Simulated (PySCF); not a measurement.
# UHF on O⁺ (oxygen, charge +1)

Configuration: [He] 2s2 2p3, high-spin 4S determinant. Computed with PySCF 2.14 in aug-cc-pCVQZ-DK (9s8p6d4f2g, 109 functions), with scalar relativity by spin-free X2C-1e.

* Total energy: -74.428383 hartree
* One-electron energy: -98.5398 hartree
* Hartree (Coulomb) energy: 32.0354 hartree
* Exchange energy: -7.9240 hartree
* ⟨S²⟩: 3.7555
* ⟨L²⟩: 0.000
* Sum of ⟨r⟩: 5.807 bohr
* Sum of ⟨r²⟩: 7.333 bohr²
* Langevin diamagnetic susceptibility: -5.81 ×10⁻⁶ cm³/mol

| shell | electrons | mean orbital energy (eV) | rms radius, mean of both spins (bohr) |
| --- | --- | --- | --- |
| 1s α | 1 | -583.03 | 0.230 |
| 1s β | 1 | -579.42 | 0.230 |
| 2s α | 1 | -56.434 | 1.20 |
| 2s β | 1 | -41.711 | 1.20 |
| 2p α | 3 | -36.198 | 1.20 |

Spin-orbit constants ζ (cm⁻¹) from the X2C one-electron operator on these orbitals: bare nucleus, nucleus screened by l(l+1)(2l+1)/3 electrons, and screened by the Breit-Pauli mean field of the electrons.

```
shell   bare  screened nucleus  mean field
   2p  283.7             212.8       183.7
```
